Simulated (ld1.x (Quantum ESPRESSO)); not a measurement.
Before and after: TM potential for tin (Sn)

ld1.x (Quantum ESPRESSO) 7.5 input, shortened:

```
&input
   title='Sn', zed=50., rel=1, dft='PZ', iswitch=3,
   config='[Kr] 4d10 5s1 5p3 5d-2'
 /
 &inputp
   pseudotype=2, tm=.true., lloc=2,
   nlcc=.false.
 /
3
5S  1  0   1.00   0.00  1.75  1.75  0.0
5P  2  1   3.00   0.00  2.75  2.75  0.0
5D  3  2  -2.00  -0.05  2.25  2.25  0.0
 &test
   configts(1)='5s1 5p3'
 /
```

All-electron outer shells of the reference configuration (LDA (PZ), scalar-relativistic, ld1.x):

```json
{"shell": "4p", "level (eV)": "-91.08", "outermost node (bohr)": "0.41", "outermost maximum (bohr)": "0.79"}
{"shell": "4d", "level (eV)": "-27.36", "outermost node (bohr)": "0.39", "outermost maximum (bohr)": "0.88"}
{"shell": "5s", "level (eV)": "-11.69", "outermost node (bohr)": "0.98", "outermost maximum (bohr)": "1.99"}
{"shell": "5p", "level (eV)": "-4.48", "outermost node (bohr)": "1.09", "outermost maximum (bohr)": "2.49"}
```

Change: wave 5d channel at -0.05 Ry: rc 2.25 bohr becomes 5d channel at 1.94 Ry: rc 2.25 bohr.

Cutoffs: the cutoffs (Ry, on a coarse ladder) from which the occupation-weighted sum of valence levels, in a spherical-Bessel basis at the reference potential, stays within 10 and 1 mRy of its value at 400 Ry; they do not see the model core or the augmentation charge, which bear on the density cutoff. Errors are all-electron minus pseudo energies relative to the spin-unpolarised reference configuration.

**Question.** What does the change do?

**Answer.** The potential gets harder (12 Ry and 35 Ry → 18 Ry and 45 Ry); both files keep a bound ghost (p, s); the number of tests that count goes from 8 to 9; of the 8 tests that both files solve, the error grows in 1 and shrinks in 4 by more than 15 % and 0.3 meV (median size 19.4 → 16.9 meV); the range in which the s phases agree widens (upper end 0.1 → 1.5); the range in which the d phases agree widens (upper end 0.3 → 3.6).

| quantity | base | changed |
| --- | --- | --- |
| cutoff, loose | 12 Ry | 18 Ry |
| cutoff, tight | 35 Ry | 45 Ry |
| loose cutoff by channel (10 mRy a level) | s 10 Ry, p 12 Ry | s 12 Ry, p 6 Ry |
| bound ghosts | s, p | s, p |
| tests counted (converged, no solver errors) | 8 of 9 | 9 of 9 |
| error for 5s2 5p2, meV [ΔE -7.07 eV] | +17 | +12 |
| error for 5s2 5p1, meV [ΔE 0.02 eV] | +20 | +18 |
| error for 5s2 5p0, meV [ΔE 14.29 eV] | +64 | +42 |
| error for 5s2 5p2.3, meV [ΔE -7.97 eV] | +17 | +7.4 |
| error for 5s0 5p4, meV [ΔE 7.33 eV] | +19 | +16 |
| error for 5s1 5p2, meV [ΔE 7.76 eV] | +4.7 | -7.2 |
| error for 5s1 5p3 (spin-polarised), meV [ΔE -2.09 eV] | +849 | +849 |
| error for 5s2 5p2 (spin-polarised), meV [ΔE -7.55 eV] | +95 | +88 |
| s: phases at 2.99 bohr within 0.05 rad from the reference energy up to (Ry; the scan ends near 5) | 0.1 | 1.5 |
| p: phases at 2.99 bohr within 0.05 rad from the reference energy up to (Ry; the scan ends near 5) | 2.8 | 2.0 |
| d: phases at 2.99 bohr within 0.05 rad from the reference energy up to (Ry; the scan ends near 5) | 0.3 | 3.6 |

Base: Tests not counted: 5s1 5p0 (solver errors, printed error -2.4 eV). A true bound ghost makes a file unfit for plane-wave use even where its test errors are small: the radial tests pick states by their node count and pass the ghost by. Where a test does run into it, the solver fails or the error is huge.
